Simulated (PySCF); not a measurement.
H4O4Si, charge +1, doublet, geometry from GFN2-xTB (a state made from the parent by changing its charge; the spin is typed, not shown lowest). Base run: B3LYP/6-31G in PySCF.

Input for PySCF:
```python
from pyscf import gto, scf, dft, solvent

mol = gto.M(
    atom='''
O     0.80264486    1.18826879   -0.74504282
Si    0.00220980    0.00035618    0.00009917
O    -1.10858913    0.61273558    1.00011716
O    -0.76874685   -0.91533120   -1.08436441
O     1.06650947   -0.88699192    0.82892290
H     1.07950858    2.05032632   -0.42348323
H    -1.49405727    0.24804540    1.80128560
H    -1.17763548   -0.67867824   -1.92118037
H     1.62670023   -1.61413006    0.54492693
''',
    basis='6-31g',
    charge=1,
    spin=1,
    verbose=4,
)

mf = dft.UKS(mol)
mf.xc = 'b3lyp'
mf.kernel()
```

Variants of this job, named by their change:

```tsv
change	ΔE vs base (kcal/mol)
base	0.000
model = IEF-PCM; solvent = chloroform	-54.01
model = IEF-PCM; solvent = acetonitrile; lebedev_order = 11	-66.8
model = IEF-PCM; solvent = acetonitrile; r_probe = 0.5	-50.14
model = IEF-PCM; solvent = dichloromethane	-61.40
model = COSMO; solvent = acetonitrile	-66.9
model = IEF-PCM; solvent = acetonitrile	-67.7
model = IEF-PCM; solvent = acetonitrile; vdw_scale = 1.1	-76.3
model = ddCOSMO; solvent = acetonitrile	-60.77
model = IEF-PCM; solvent = acetonitrile; vdw_scale = 1.4	-56.24
model = SS(V)PE; solvent = acetonitrile	-64.2
model = IEF-PCM; solvent = n-hexane	-31.40
```

The base is the gas phase, so ΔE is the electrostatic part of solvation at a fixed geometry, without cavity and dispersion terms.

Open shells are given as the SCF converged; they aren't shown to be the lowest states, and a large step between rows can be another state.
